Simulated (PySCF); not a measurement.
VCl3, SMILES [Cl][V]([Cl])[Cl] (connectivity only; charge and spin as stated), neutral, multiplicity 3.

The structure is a stationary point at r2SCAN-D4/def2-SVP. The multiplicity is an assumed one; other spin states were not compared.

All values below come from TDA-B3LYP/def2-SVPD run with PySCF.

Vertical excitations. 

Estimate the UV-visible absorptions. (The exact figures need the calculation; the answer reports its results.)


| state | energy (eV) | λ (nm) | f | main pairs |
|---|---|---|---|---|
| root 1 | 0.39 | 3216 | 0.000 | α HOMO→LUMO 83 % |
| root 2 | 0.40 | 3069 | 0.000 | α HOMO−1→LUMO 96 % |
| root 3 | 0.90 | 1378 | 0.000 | α HOMO→LUMO+1 92 % |
| root 4 | 1.11 | 1118 | 0.000 | α HOMO→LUMO+2 92 % |
| root 5 | 1.47 | 846 | 0.001 | α HOMO−1→LUMO+1 97 % |
| root 6 | 1.63 | 759 | 0.003 | α HOMO−1→LUMO+2 89 % |
| root 7 | 3.39 | 365 | 0.000 | α HOMO−2→LUMO 99 % |
| root 8 | 3.77 | 329 | 0.012 | α HOMO−2→LUMO+1 89 %, β HOMO→LUMO+2 6 % |
| root 9 | 3.80 | 326 | 0.004 | α HOMO−2→LUMO+2 91 % |
| root 10 | 4.00 | 310 | 0.001 | α HOMO−3→LUMO 75 %, α HOMO−6→LUMO 15 % |
Unrestricted roots are not spin-pure.
